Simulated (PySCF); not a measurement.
Al(Cl)2(iPr), SMILES [Cl][Al]([CH](C)C)[Cl] (C3H7AlCl2), B3LYP/def2-SVP optimised geometry.

```
13

Al     0.46    -0.96     0.00
Cl     2.57    -0.96     0.00
Cl    -0.49    -2.85     0.07
C     -0.58     0.71     0.00
C     -1.98     0.56    -0.62
C      0.20     1.91    -0.59
H     -0.71     0.91     1.08
H     -2.57     1.48    -0.49
H     -1.92     0.36    -1.71
H     -2.55    -0.27    -0.17
H      1.18     2.05    -0.12
H     -0.37     2.85    -0.46
H      0.37     1.78    -1.67
```

Density from B3LYP/def2-TZVP (PySCF 2.14.0) at that geometry.

Minimum of the electron density along straight lines between bonded atoms, close to the bond critical point (lines longer than 1.1 times the sum of covalent radii, or with two minima, are not listed):

```json
[
 {"bond": "Al1–Cl2", "length / Å": "2.111", "ρ at the minimum / e bohr⁻³": "0.073", "∇²ρ there / e bohr⁻⁵": "0.29", "position (fraction from the first atom)": "0.38"},
 {"bond": "Al1–Cl3", "length / Å": "2.112", "ρ at the minimum / e bohr⁻³": "0.073", "∇²ρ there / e bohr⁻⁵": "0.29", "position (fraction from the first atom)": "0.38"},
 {"bond": "Al1–C4", "length / Å": "1.966", "ρ at the minimum / e bohr⁻³": "0.090", "∇²ρ there / e bohr⁻⁵": "0.21", "position (fraction from the first atom)": "0.40"},
 {"bond": "C4–C5", "length / Å": "1.540", "ρ at the minimum / e bohr⁻³": "0.237", "∇²ρ there / e bohr⁻⁵": "-0.56", "position (fraction from the first atom)": "0.50"},
 {"bond": "C4–C6", "length / Å": "1.539", "ρ at the minimum / e bohr⁻³": "0.238", "∇²ρ there / e bohr⁻⁵": "-0.56", "position (fraction from the first atom)": "0.50"},
 {"bond": "C4–H7", "length / Å": "1.111", "ρ at the minimum / e bohr⁻³": "0.265", "∇²ρ there / e bohr⁻⁵": "-0.85", "position (fraction from the first atom)": "0.63"},
 {"bond": "C5–H8", "length / Å": "1.105", "ρ at the minimum / e bohr⁻³": "0.271", "∇²ρ there / e bohr⁻⁵": "-0.90", "position (fraction from the first atom)": "0.64"},
 {"bond": "C5–H9", "length / Å": "1.104", "ρ at the minimum / e bohr⁻³": "0.272", "∇²ρ there / e bohr⁻⁵": "-0.91", "position (fraction from the first atom)": "0.64"},
 {"bond": "C5–H10", "length / Å": "1.101", "ρ at the minimum / e bohr⁻³": "0.274", "∇²ρ there / e bohr⁻⁵": "-0.92", "position (fraction from the first atom)": "0.64"},
 {"bond": "C6–H11", "length / Å": "1.101", "ρ at the minimum / e bohr⁻³": "0.274", "∇²ρ there / e bohr⁻⁵": "-0.92", "position (fraction from the first atom)": "0.64"},
 {"bond": "C6–H12", "length / Å": "1.105", "ρ at the minimum / e bohr⁻³": "0.271", "∇²ρ there / e bohr⁻⁵": "-0.90", "position (fraction from the first atom)": "0.64"},
 {"bond": "C6–H13", "length / Å": "1.104", "ρ at the minimum / e bohr⁻³": "0.272", "∇²ρ there / e bohr⁻⁵": "-0.91", "position (fraction from the first atom)": "0.64"}
]
```
